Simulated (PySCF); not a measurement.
# Electron correlation in Al (aluminium, neutral)

[Ne] 3s2 3p1, 2P determinant. Calculation: PySCF 2.14, in def2-TZVP; no relativity, point nucleus. Frozen: [Ne]; 3 electrons correlated.

MP2 pair energies summed by pair of shells (mhartree):

```json
{"pair": "3s-3s", "energy": "-20.06", "share (%)": "57.3"}
{"pair": "3s-3p", "energy": "-14.93", "share (%)": "42.7"}
```

Total MP2 correlation energy: -34.99 mhartree.

Same-spin part -2.45 and opposite-spin part -32.53 mhartree; SCS-MP2 scales them by 1/3 and 6/5 to -39.86 mhartree.

```
  level  correlation energy (mhartree)
   CCSD                         -50.38
    (T)                          -1.10
CCSD(T)                         -51.48
```

Diagnostics: T1 = 0.018, D1 = 0.0404, largest double amplitude 0.103.

Cost of the coupled-cluster step: 0.29 s of wall time on 1 thread of Neoverse-V2 (shared host), for 3 correlated electrons.
